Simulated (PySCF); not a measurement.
(H2Al-mu-SH)2.
Bonds: Al1–S4, Al1–S8, S4–Al5, Al5–S8. Hydrogens: H2, H3 on Al1; H9 on S4; H6, H7 on Al5; H10 on S8.

The closed-shell ground state was solved at several levels (PySCF, density fitting, gas phase, non-relativistic). Isolated species at its PBE0-D3(BJ)/def2-SVP geometry (one conformer only).

```json
{"level": "PBE0/pcSseg-1 (pcSseg-2 on Al)", "basis functions": "164", "total energy (Eh)": "-1284.4289", "HOMO (eV)": "-8.43", "LUMO (eV)": "-0.67", "gap (eV)": "7.76", "dipole (D)": "2.15"}
{"level": "B3LYP/pcSseg-1 (pcSseg-2 on Al)", "basis functions": "164", "total energy (Eh)": "-1285.0317", "HOMO (eV)": "-8.20", "LUMO (eV)": "-0.88", "gap (eV)": "7.32", "dipole (D)": "2.05"}
{"level": "PBE/pcSseg-1 (pcSseg-2 on Al)", "basis functions": "164", "total energy (Eh)": "-1284.3147", "HOMO (eV)": "-7.22", "LUMO (eV)": "-1.50", "gap (eV)": "5.72", "dipole (D)": "2.09"}
```

(1) Estimate the row for PBE0/def2-SVPD, a basis of 150 functions; the other rows only guide the guess.

(2) Over all these levels, which gives the widest orbital gap and which the narrowest?

(3) In the pcSseg-1 (pcSseg-2 on Al) basis, how does the gap go with the fixed share of exact exchange?

(4) How far do the dipole and the HOMO energy spread over the levels?

## Answers

(1) Total energy -1284.0549 Eh, HOMO -8.35 eV, LUMO -0.85 eV, gap 7.50 eV, dipole 1.77 D.

(2) PBE0/pcSseg-1 (pcSseg-2 on Al) (global hybrid, 25 % exact exchange) has the widest, 7.76 eV, and PBE/pcSseg-1 (pcSseg-2 on Al) (GGA) the narrowest, 5.72 eV. The two share the basis. From the narrowest to the widest the HOMO moves by -1.21 eV and the LUMO by +0.83 eV.

(3) PBE (0 %) 5.72 eV; B3LYP (20 %) 7.32 eV; PBE0 (25 %) 7.76 eV. Each rise in the share widens the gap here.

(4) The dipole runs from 1.77 to 2.15 D (mean 2.01 D) and the HOMO from -8.43 to -7.22 eV.
